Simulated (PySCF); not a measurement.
**Nonlinear optical response: SMILES C(#N)[SiH2][SiH3], CH₅NSi₂**

Geometry (Å), atoms numbered from 1 in this order:
```xyz
9

N     2.8133   -1.1563   -0.4018
C     1.9769   -0.3909   -0.2329
Si    0.5632    0.7981    0.0400
Si   -1.4038   -0.4200    0.0776
H     0.9304    1.4809    1.2868
H     0.7126    1.7603   -1.0588
H    -1.6239   -1.1263   -1.1857
H    -2.5504    0.4678    0.2913
H    -1.4048   -1.4078    1.1582
```

Theory: quadratic response PBE0/aug-cc-pVDZ first hyperpolarisability, Taylor convention, gas phase in PySCF. Geometry: GFN2-xTB.

Task: Give β for the processes computed.

Result: In au, Taylor convention; the vector part is βᵢ = ⅓ Σⱼ (βᵢⱼⱼ + βⱼᵢⱼ + βⱼⱼᵢ); β∥ is 3/5 of the vector part along the dipole, the dipole points from − to +:
| process | λ (nm) | β vector norm | β∥ | β HRS | depolarisation ratio |
| --- | --- | --- | --- | --- | --- |
| static β(0;0,0) | ∞ | 82.8 | -49.6 | 30.8 | 7.97 |
| second harmonic β(−2ω;ω,ω) | 1550 | 86.3 | -51.7 | 32.2 | 7.78 |
| Pockels β(−ω;ω,0) | 1550 | 83.9 | -50.3 | – | – |
| second harmonic β(−2ω;ω,ω) | 1064 | 90.7 | -54.3 | 33.9 | 7.57 |
| Pockels β(−ω;ω,0) | 1064 | 85.2 | -51.1 | – | – |
| second harmonic β(−2ω;ω,ω) | 694.3 | 103.9 | -62.1 | 39.3 | 6.96 |
| Pockels β(−ω;ω,0) | 694.3 | 88.8 | -53.2 | – | – |

Task: Which lowest excitations, dipole and polarisabilities go with it?

Result: S1 6.93 eV (f = 0.005); S2 7.11 eV (f = 0.040); S3 7.25 eV (f = 0.008); dipole 3.96 D; isotropic α 73.1 au static, 73.5 au at 1550 nm, 74.0 au at 1064 nm, 74.7 au at 775 nm, 75.1 au at 694.3 nm, 76.5 au at 532 nm, 81.8 au at 347.1 nm.
